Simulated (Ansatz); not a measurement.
C$_{2}$H$_{7}$GeN (`C[CH2][Ge][NH2]`), relaxed with RKS PBE-D4/def2-SVP in Ansatz 0.2.0 from a rough embedded geometry. The force threshold is 0.03 eV/Å; the program also tests the step.

The species carries charge 0 and has multiplicity 1.

Start:

```xyz
11

C    -0.604    0.911   -0.640
C    -0.142   -0.451   -0.949
Ge   -0.249   -1.519    0.652
N     0.822   -0.898    2.030
H     0.060    1.447    0.111
H    -0.561    1.582   -1.601
H    -1.673    0.959   -0.289
H     0.876   -0.447   -1.269
H    -0.819   -0.912   -1.765
H     1.786   -0.743    1.511
H     0.505    0.072    2.209
```

(1) By how much does the energy fall, and how many steps does the optimiser take? (Best estimate.)

(2) Which bonds change most? (Best estimate.)

(3) Give the relaxed structure. (Best estimate.)

Results:

(1) Ansatz gave: 36.50 kcal/mol, in 16 steps, 2 of them rejected.

(2) The calculation gave: C2–Ge3 from 1.927 to 2.039 Å; N4–H10 from 1.106 to 1.026 Å; C1–C2 from 1.471 to 1.535 Å; C1–H6 from 1.173 to 1.112 Å.

(3) The calculation gave: 
```xyz
11

C    -0.591    0.995   -0.788
C    -0.185   -0.483   -0.888
Ge   -0.541   -1.513    0.835
N     0.814   -0.705    1.777
H    -0.015    1.528   -0.001
H    -0.427    1.544   -1.740
H    -1.665    1.114   -0.530
H     0.895   -0.581   -1.137
H    -0.745   -0.984   -1.707
H     1.472   -0.006    1.414
H     0.988   -0.909    2.765
```
